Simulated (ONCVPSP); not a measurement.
## Configuration tests for osmium (Os) (ONCV)

* Element: Os
* Generator: ONCVPSP 4.0.1
* Type: optimised norm-conserving Vanderbilt (ONCV)
* Functional: LDA (Perdew-Wang 92)
* Relativity: scalar-relativistic
* Frozen core: [Kr] 4d10 4f14
* Valence charge: 16
* Reference configuration: 5s2 5p6 5d6 6s1 (charge +1)
* Partial waves: 5s+6s: rc 1.45 bohr, ncon 3, nbas 7, qcut 7.2 1/bohr, 2 projectors; 5p: rc 1.80 bohr, ncon 3, nbas 7, qcut 6.1 1/bohr, 3 projectors, debl 2.8 Ha; 5d: rc 1.45 bohr, ncon 4, nbas 7, qcut 7.5 1/bohr, local
* Local potential: the d channel
* Core correction: Teter function, fcfact 3.25, rcfact 1.4

Energies are relative to the spin-unpolarised reference configuration 5s2 5p6 5d6 6s1; without spin polarisation the order of configurations can differ from experiment.

Q: Give the all-electron excitation energy and the error of the potential for: 5s2 5p6 5d6 6s2; 5s2 5p6 5d6 6s0; 5s2 5p6 5d5 6s0; 5s2 5p6 5d6.5 6s1.5.

A:

```
valence configuration  charge  ΔE all-electron (eV)  error AE − PS (meV)
      5s2 5p6 5d6 6s2       0                -9.856                 +2.5
      5s2 5p6 5d6 6s0      +2                17.276                 -6.5
      5s2 5p6 5d5 6s0      +3                46.432                 -9.5
  5s2 5p6 5d6.5 6s1.5       0                -9.786                 +1.7
```
